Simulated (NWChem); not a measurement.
Molecule: C₅H₈; SMILES C1=CCCC1

```xyz
13

C      1.0769     0.0538     0.6678
C      1.0769     0.0538    -0.6678
C     -0.3163    -0.0996    -1.2372
C     -1.2283     0.1244     0.0000
C     -0.3163    -0.0996     1.2372
H      1.9636     0.1146     1.2935
H      1.9636     0.1146    -1.2935
H     -0.5294     0.6098    -2.0472
H     -0.4490    -1.1044    -1.6675
H     -1.5908     1.1586     0.0000
H     -2.1081    -0.5266     0.0000
H     -0.4490    -1.1044     1.6675
H     -0.5294     0.6098     2.0472
```
Atoms are numbered in this order, from 1.

Computed with NWChem. Pople sets run with spherical d functions. Coordinates come from a B3LYP/6-31G* (spherical d) optimisation. Level: M06-2X/6-31G* with COSMO at NWChem's default radii, gas-phase geometry; rows give the dielectric constant.

```csv
dielectric constant,electrostatic solvation energy (kcal/mol),dipole in solution (D)
2.4,-0.7,0.17
7.6,-1.1,0.19
11.7,-1.2,0.20
20.7,-1.2,0.20
46.7,-1.3,0.20
```
